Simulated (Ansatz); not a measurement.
`F[Si](F)(F)[SiH3]` and `C=C[Si](F)(F)[SiH3]` differ in one atom or group.

Ansatz, PBE0-D4/def2-TZVP geometries, multiplicity 1. Each molecule was computed in one conformer, which needn't be the lowest.

| property | `F[Si](F)(F)[SiH3]` |
| --- | --- |
| HOMO–LUMO gap (B3LYP/def2-TZVPP) / eV | 8.70 |
| LUMO energy (PBE/def2-TZVPP) / eV | -1.15 |
| size of the dipole moment (ωB97M-V/def2-TZVPP) / D | 2.06 |
| HOMO energy (PBE0/def2-TZVPP) / eV | -9.38 |
| HOMO–LUMO gap (PBE0/def2-TZVPP) / eV | 9.08 |
| LUMO energy (B3LYP/def2-TZVPP) / eV | -0.48 |

(1) Give the same properties after the change, and the shifts. (An estimate is asked.)

## Answers

(1) The calculation gave: 
| property | `C=C[Si](F)(F)[SiH3]` | shift |
| --- | --- | --- |
| HOMO–LUMO gap (B3LYP/def2-TZVPP) / eV | 6.57 | -2.13 |
| LUMO energy (PBE/def2-TZVPP) / eV | -2.15 | -1.00 |
| size of the dipole moment (ωB97M-V/def2-TZVPP) / D | 2.04 | -0.02 |
| HOMO energy (PBE0/def2-TZVPP) / eV | -8.16 | 1.22 |
| HOMO–LUMO gap (PBE0/def2-TZVPP) / eV | 6.96 | -2.12 |
| LUMO energy (B3LYP/def2-TZVPP) / eV | -1.39 | -0.91 |

With PBE0 the HOMO rises by 1.22 eV and the LUMO falls by 0.90 eV, so the gap narrows by about 2.12 eV. PBE moves the HOMO by 1.08 eV and ωB97M-V by 1.24 eV. Dipoles are sizes alone; their direction can turn.

B3LYP here is the variant with VWN-RPA as its local correlation; programs differ in this.
